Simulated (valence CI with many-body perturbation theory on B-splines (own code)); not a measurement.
Which ion has this spectrum?

A relativistic CI+MBPT calculation for an atom or ion with 41 electrons gives these levels (cm⁻¹):

```csv
J,Parity,E,g
5/2,even,0.0,1.37
5/2,even,102603,1.33
7/2,even,139900,1.16
3/2,even,143873,1.19
11/2,even,147609,1.12
9/2,even,159699,1.14
5/2,even,167698,1.14
1/2,even,174669,1.81
7/2,even,183152,1.09
3/2,even,226387,0.79
5/2,even,241863,1.27
7/2,even,264927,1.22
11/2,even,270165,1.09
9/2,even,275088,1.15
```

The energies are calculated, and their last digits are not significant.

Q: Which is it?
A. Re34+
B. Lu30+
C. W33+
D. Hf31+

A: C. W33+, ground level (4d3/2^4 4d5/2) J=5/2.
